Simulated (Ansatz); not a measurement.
Geometry optimisation, RKS PBE/STO-3G (Ansatz).

The input (input.yaml):

```yaml
crystal:
  periodic: [false, false, false]
  atoms:
    - { symbol: C, position_ang: [-1.565, -0.5601, -1.3642] }
    - { symbol: Si, position_ang: [-1.8747, -0.3821, 0.4664] }
    - { symbol: Al, position_ang: [0.1626, 0.1055, 1.4777] }
    - { symbol: O, position_ang: [0.9812, -1.0443, 2.7181] }
    - { symbol: S, position_ang: [1.3568, 1.9496, 0.8483] }
    - { symbol: C, position_ang: [2.2087, 1.1514, -0.5152] }
    - { symbol: H, position_ang: [-0.8548, -1.3192, -1.5844] }
    - { symbol: H, position_ang: [-2.5406, -0.7349, -1.8741] }
    - { symbol: H, position_ang: [-1.2217, 0.4652, -1.7241] }
    - { symbol: H, position_ang: [-2.8226, 0.7046, 0.7731] }
    - { symbol: H, position_ang: [-2.4047, -1.6503, 1.0091] }
    - { symbol: H, position_ang: [1.458, -1.6832, 2.1972] }
    - { symbol: H, position_ang: [2.7762, 0.3193, -0.1524] }
    - { symbol: H, position_ang: [1.445, 0.7743, -1.2371] }
    - { symbol: H, position_ang: [2.8737, 1.8534, -1.009] }
basis:
  gaussian: { orbitals: STO-3G }
hamiltonian:
  xc: pbe
relax:
  f_tol: 0.015
  max_steps: 40
output:
  orbitals: {}
```

Run as:

```bash
$ ansatz run input.yaml --threads 1 --pin off --max-ram 2048MiB --backend cpu --events-out ev --progress --plain --runs-dir out
```

**Question.** Where does it end, and by what steps?

**Answer.** The run converged. Limits of this set-up: minimal basis. After 26 steps the energy has fallen by 1.738 eV; H14 moved furthest, 2.28 Å.

```json
{"step": "0", "energy less start (eV)": "0.0000", "largest force component (eV/Å)": "5.262", "accepted": "yes"}
{"step": "1", "energy less start (eV)": "-0.8664", "largest force component (eV/Å)": "1.213", "accepted": "yes"}
{"step": "2", "energy less start (eV)": "-0.9696", "largest force component (eV/Å)": "1.927", "accepted": "yes"}
{"step": "3", "energy less start (eV)": "-1.1157", "largest force component (eV/Å)": "2.163", "accepted": "yes"}
{"step": "4", "energy less start (eV)": "-1.2721", "largest force component (eV/Å)": "1.240", "accepted": "yes"}
{"step": "5", "energy less start (eV)": "-1.3628", "largest force component (eV/Å)": "0.648", "accepted": "yes"}
{"step": "6", "energy less start (eV)": "-1.3899", "largest force component (eV/Å)": "0.449", "accepted": "yes"}
{"step": "7", "energy less start (eV)": "-1.4169", "largest force component (eV/Å)": "0.089", "accepted": "yes"}
{"step": "8", "energy less start (eV)": "-1.4215", "largest force component (eV/Å)": "0.073", "accepted": "yes"}
{"step": "9", "energy less start (eV)": "-1.4331", "largest force component (eV/Å)": "0.338", "accepted": "yes"}
{"step": "10", "energy less start (eV)": "-1.4434", "largest force component (eV/Å)": "0.543", "accepted": "yes"}
{"step": "11", "energy less start (eV)": "-1.4841", "largest force component (eV/Å)": "0.492", "accepted": "yes"}
{"step": "12", "energy less start (eV)": "-1.5195", "largest force component (eV/Å)": "0.608", "accepted": "yes"}
{"step": "13", "energy less start (eV)": "-1.5712", "largest force component (eV/Å)": "0.430", "accepted": "yes"}
{"step": "14", "energy less start (eV)": "-1.6056", "largest force component (eV/Å)": "0.629", "accepted": "yes"}
{"step": "15", "energy less start (eV)": "-1.6468", "largest force component (eV/Å)": "0.313", "accepted": "yes"}
{"step": "16", "energy less start (eV)": "-1.6811", "largest force component (eV/Å)": "0.449", "accepted": "yes"}
{"step": "17", "energy less start (eV)": "-1.6850", "largest force component (eV/Å)": "0.963", "accepted": "yes"}
{"step": "18", "energy less start (eV)": "-1.7240", "largest force component (eV/Å)": "0.091", "accepted": "yes"}
{"step": "19", "energy less start (eV)": "-1.7295", "largest force component (eV/Å)": "0.121", "accepted": "yes"}
{"step": "20", "energy less start (eV)": "-1.7314", "largest force component (eV/Å)": "0.162", "accepted": "yes"}
{"step": "21", "energy less start (eV)": "-1.7333", "largest force component (eV/Å)": "0.123", "accepted": "yes"}
{"step": "22", "energy less start (eV)": "-1.7349", "largest force component (eV/Å)": "0.099", "accepted": "yes"}
{"step": "23", "energy less start (eV)": "-1.7366", "largest force component (eV/Å)": "0.065", "accepted": "yes"}
{"step": "24", "energy less start (eV)": "-1.7376", "largest force component (eV/Å)": "0.091", "accepted": "yes"}
{"step": "25", "energy less start (eV)": "-1.7382", "largest force component (eV/Å)": "0.038", "accepted": "yes"}
{"step": "26", "energy less start (eV)": "-1.7384", "largest force component (eV/Å)": "0.006", "accepted": "yes"}
```

```xyz
15
Properties=species:S:1:pos:R:3
C -2.531 -0.868 -1.282
Si -1.879 -0.401 0.434
Al 0.365 0.099 0.489
O 1.548 -0.795 1.370
S 1.264 1.721 -0.528
C 2.994 1.412 0.020
H -2.023 -1.762 -1.684
H -3.611 -1.091 -1.250
H -2.384 -0.051 -2.009
H -2.703 0.708 0.909
H -2.201 -1.517 1.321
H 1.033 -1.558 1.836
H 3.055 0.538 0.701
H 3.651 1.219 -0.850
H 3.398 2.295 0.552
```

Time of the run: 2.1 min on 1 thread of Arm Neoverse V1 (shared host), peak memory 0.18 GiB.
